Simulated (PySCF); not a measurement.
**`F[C@H]1[C@@H](C)[C@@H]1[SiH3]`, C₄H₉FSi**

Molfile (atoms numbered from 1):
```
C4H9FSi
     RDKit          3D

 15 15  0  0  0  0  0  0  0  0999 V2000
   -1.9762   -0.3575   -0.5974 C   0  0  0  0  0  0  0  0  0  0  0  0
   -0.6257   -0.5453    0.0465 C   0  0  2  0  0  0  0  0  0  0  0  0
   -0.2346    0.2807    1.2266 C   0  0  2  0  0  0  0  0  0  0  0  0
   -1.1130    1.2217    1.6860 F   0  0  0  0  0  0  0  0  0  0  0  0
    0.4326    0.5268   -0.0910 C   0  0  1  0  0  0  0  0  0  0  0  0
    2.2509    0.1114   -0.3417 Si  0  0  0  0  0  4  0  0  0  0  0  0
   -1.9376   -0.6497   -1.6455 H   0  0  0  0  0  0  0  0  0  0  0  0
   -2.2867    0.6829   -0.5354 H   0  0  0  0  0  0  0  0  0  0  0  0
   -2.7245   -0.9689   -0.0952 H   0  0  0  0  0  0  0  0  0  0  0  0
   -0.2826   -1.5741    0.0605 H   0  0  0  0  0  0  0  0  0  0  0  0
    0.3034   -0.1502    2.0623 H   0  0  0  0  0  0  0  0  0  0  0  0
    0.0790    1.4254   -0.5845 H   0  0  0  0  0  0  0  0  0  0  0  0
    3.0670    1.2120    0.1706 H   0  0  0  0  0  0  0  0  0  0  0  0
    2.4866   -0.0860   -1.7725 H   0  0  0  0  0  0  0  0  0  0  0  0
    2.5569   -1.1210    0.3887 H   0  0  0  0  0  0  0  0  0  0  0  0
  1  2  1  0
  2  3  1  0
  3  4  1  0
  3  5  1  0
  5  6  1  0
  5  2  1  0
  1  7  1  0
  1  8  1  0
  1  9  1  0
  2 10  1  1
  3 11  1  1
  5 12  1  6
  6 13  1  0
  6 14  1  0
  6 15  1  0
M  END
```

Method: PySCF, GIAO B3LYP/pcSseg-1 magnetisability, rotational g tensor and spin-rotation constants, non-relativistic, gas phase. Geometry: GFN2-xTB.

(1) Give the nuclear spin-rotation constants along the inertial axes (H = +C I·J) beside the isotropic shieldings.

(2) How do the rotational constants and the g tensor change when H7, H8, H9, H10, H11, H12, H13, H14, H15 are replaced by deuterium?

Results:

(1) Rotational constants 4.5259, 1.7524, 1.3886 GHz. A star marks the isotopologue with that one atom substituted, in its own axes.
| atom | isotope | Caa (kHz) | Cbb (kHz) | Ccc (kHz) | mean (kHz) | σ (ppm) |
| --- | --- | --- | --- | --- | --- | --- |
| F4 | 19F | 1.530 | 0.926 | 0.208 | 0.888 | 413.1 |
| H7 | 1H | -0.450 | 0.014 | -0.137 | -0.191 | 30.1 |
| H8 | 1H | -0.429 | -0.144 | -0.038 | -0.204 | 30.9 |
| H9 | 1H | -0.146 | -0.189 | -0.073 | -0.136 | 30.3 |
| H10 | 1H | -0.446 | -0.146 | -0.043 | -0.212 | 31.2 |
| H11 | 1H | -0.422 | -0.090 | -0.005 | -0.172 | 27.4 |
| H12 | 1H | -0.507 | -0.223 | 0.008 | -0.241 | 32.1 |
| H13 | 1H | -0.338 | 0.005 | -0.099 | -0.144 | 27.7 |
| H14 | 1H | -0.332 | -0.005 | -0.096 | -0.144 | 27.8 |
| H15 | 1H | -0.437 | -0.178 | 0.050 | -0.189 | 28.7 |
| C1 | 13C* | 0.608 | 0.279 | 0.196 | 0.361 | 166.1 |
| C2 | 13C* | 0.579 | 0.354 | 0.179 | 0.371 | 161.3 |
| C3 | 13C* | 0.838 | 0.539 | 0.327 | 0.568 | 101.3 |
| C5 | 13C* | 0.717 | 0.236 | 0.159 | 0.370 | 173.3 |
| Si6 | 29Si* | -2.340 | -1.038 | -0.800 | -1.393 | 405.6 |

For the geometry as given, no vibrational averaging.

(2) Constants 3.6785, 1.5124, 1.2172 GHz; g -0.0081, -0.0109, -0.0080, against -0.0091, -0.0129, -0.0090 before.
